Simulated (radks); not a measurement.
Spherical quantum dot in the effective-mass picture: electrons in a hard-walled sphere of radius 3.62, with a point charge +1 (a donor) at the centre, all in effective atomic units (hartree* = m*/eps^2 hartree, bohr* = eps/m* bohr), one dielectric constant everywhere. Calculated with a radial shooting solver with Libxc functionals: non-relativistic Kohn-Sham, LDA (Slater exchange, Perdew-Wang correlation), spin-polarised, spherical densities. Levels are named by radial order and angular momentum (1s, 1p, 1d, 2s, ...), and open shells are averaged over m.

N = 9, configuration 1s2 1p6 1d(up 1, down 0). This is the lowest configuration that the search found. Occupied and some empty levels:

level,occupation,eigenvalue (hartree*),<r> (bohr*)
1s up,1,3.0933,1.891
1s down,1,3.1096,1.874
1p up,3,3.4452,2.307
1p down,3,3.4675,2.303
1d up,1,3.8703,2.464
1d down,0,3.8942,2.462
2s up,0,3.9617,1.627
2s down,0,3.9717,1.638
1f up,0,4.4068,2.571
1f down,0,4.4312,2.570
2p up,0,4.9655,1.865
2p down,0,4.9781,1.865

Energy (hartree*): total 15.4760, kinetic 6.9739, external -4.6334, Hartree 16.306, exchange-correlation -3.1705.

Electron density:

r (bohr*),n(r) (e/bohr*^3)
0.0925,0.1906
0.273,0.1392
0.454,0.1083
0.635,0.09067
0.815,0.08183
0.996,0.07876
1.18,0.07945
1.36,0.08241
1.54,0.08634
1.72,0.09004
1.90,0.09222
2.08,0.09165
2.26,0.08725
2.44,0.07845
2.62,0.06554
2.80,0.04954
2.98,0.03262
3.17,0.01741
3.35,0.006346
3.53,0.0007135
